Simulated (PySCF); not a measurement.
Compound: C7H5NO2.
Cartesian coordinates in Å at the PBE0-D3(BJ)/def2-SVP level; atoms count from 1:
```
atom  x, y, z in Å
O1     2.8993   -0.3644   -0.5942
C2     1.5951   -0.1712   -0.3254
C3     1.1943    1.1677   -0.0905
C4    -0.1197    1.4812    0.1969
C5    -1.0570    0.4374    0.2526
C6    -2.4562    0.2702    0.4998
N7    -2.8127   -0.9779    0.4205
O8    -1.6822   -1.7079    0.1182
C9    -0.6369   -0.8762    0.0171
C10    0.6809   -1.2217   -0.2762
H11    3.0666   -1.3026   -0.7339
H12    1.9628    1.9402   -0.1455
H13   -0.4157    2.5169    0.3755
H14   -3.2110    1.0214    0.7328
H15    0.9726   -2.2585   -0.4556
```

Level: wB97X-D/def2-SVPD in PySCF, non-relativistic, on one gas-phase PBE0-D3(BJ)/def2-SVP geometry that isn't relaxed in the solvent. The solvent is an IEF-PCM continuum (Bondi radii, 1.10 Å for H, scaled by 1.2), and excitations are vertical TDDFT with non-equilibrium linear response and a frozen core. The model holds no explicit solvent molecules, cavitation or dispersion.

```json
{"run": "gas", "E − E(gas) (kcal/mol)": "0.00", "HOMO (eV)": "-8.60", "HOMO–LUMO gap (eV)": "9.03", "dipole (D)": "2.55", "lowest singlet (eV)": "4.99", "static polarisability (au)": "92.8"}
{"run": "P", "E − E(gas) (kcal/mol)": "-6.78", "HOMO (eV)": "-8.55", "HOMO–LUMO gap (eV)": "9.01", "dipole (D)": "3.27", "lowest singlet (eV)": "4.97", "static polarisability (au)": "118.9"}
{"run": "Q", "E − E(gas) (kcal/mol)": "-9.55", "HOMO (eV)": "-8.55", "HOMO–LUMO gap (eV)": "9.01", "dipole (D)": "3.55", "lowest singlet (eV)": "4.99", "static polarisability (au)": "131.2"}
```

The runs were made in acetonitrile and chloroform. Which run belongs to which solvent?

P = chloroform, Q = acetonitrile. The dielectric constants are 4.711 (chloroform), 35.69 (acetonitrile), and the energy falls further as ε rises. The optical constants n² used for the excitations are 2.09, 1.81 in the same order. In this model the ground state sees the solvent through ε alone.

How constant is the ratio of the lowering to (ε − 1)/(2ε + 1)?

```
     solvent  (ε − 1)/(2ε + 1)  E − E(gas) (kcal/mol)  ratio (kcal/mol)  polarisation term (kcal/mol)
  chloroform             0.356                  -6.78             -19.0                         -7.73
acetonitrile             0.479                  -9.55             -19.9                        -11.46
```

The ratio changes by +4.7 % in size from chloroform to acetonitrile. The polarisation term is half the interaction of the solute with the induced surface charges.

The pairwise dispersion term of wB97X-D wasn't added to the energies; at a given geometry it leaves orbitals and properties as they are.
